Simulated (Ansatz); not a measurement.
An input meant for the cluster Li₂I₂⁻ (charge -1, doublet).

```yaml
crystal:
  periodic: [false, false, false]
  atoms:
    - {symbol: Li, position_ang: [1.728741, -2.585516, 0.373190]}
    - {symbol: Li, position_ang: [-2.892293, 2.078455, -0.207186]}
    - {symbol: I, position_ang: [-2.942293, 1.778455, -0.257186]}
    - {symbol: I, position_ang: [1.860343, 0.048218, -0.007153]}
basis:
  gaussian: {orbitals: x2c-TZVPPall}
total_charge: -1
magnetization: {spin_polarized: true, initial_magnetization: 1}
hamiltonian: {xc: {name: PBE0}, dispersion: d3bjatm}
output: {forces: true}
```

```sh
$ ansatz run in.yaml --threads 4 --pin off --events-out ev --progress --plain --max-ram 3916MiB
```

It prints (some lines left out):

```
Functional definition: PBE0
1501 factors; integrals over basis functions are off by at most 4.3e-4 eV
mean field evaluation 1: about -386331.4193 eV, gradient 3.5e1 eV
mean field evaluation 2: about -386074.2973 eV, gradient 1.5e2 eV
mean field evaluation 4: about -386338.6909 eV, gradient 1.2e1 eV
mean field evaluation 8: about -386341.8271 eV, gradient 3.4e-1 eV
mean field evaluation 16: about -386341.7176 eV, gradient 9.3e-3 eV
mean field evaluation 32: about -386341.7177 eV, gradient 6.7e-5 eV
mean field -386341.71767435 eV, -14197.7962527107 hartree, gradient 1.5e-5 eV, S^2 0.750333; 3 other end points of the search recorded, 0 dependent functions left out
reference -386341.71770877 eV, -14197.7962539755 hartree; 57, 56 occupied and 101, 102 virtual orbitals, 1501 factors
Total energy: -386341.79644157 eV, -14197.7991473524 hartree
Relativity: scalar
Atom 0 at     1.728741    -2.585516     0.373190 Å, force    -0.009409     0.273287     0.006147 eV/Å
Atom 1 at    -2.892293     2.078455    -0.207186 Å, force  1588.507436  9534.846432  1589.458625 eV/Å
Atom 2 at    -2.942293     1.778455    -0.257186 Å, force -1588.385713 -9534.863353 -1589.441808 eV/Å
Atom 3 at     1.860343     0.048218    -0.007153 Å, force    -0.112314    -0.256366    -0.022964 eV/Å
Dipole moment:    -2.024641     1.723427    -0.383800 e Å
```

(1) What is wrong with this run?

## Answers

(1) One atom was put on top of another. Self-consistency was reached. The result belongs to that input, not to the species as meant. The highest occupied level of an anion often lies above zero with these methods, and sets without diffuse functions describe the outer electron poorly.
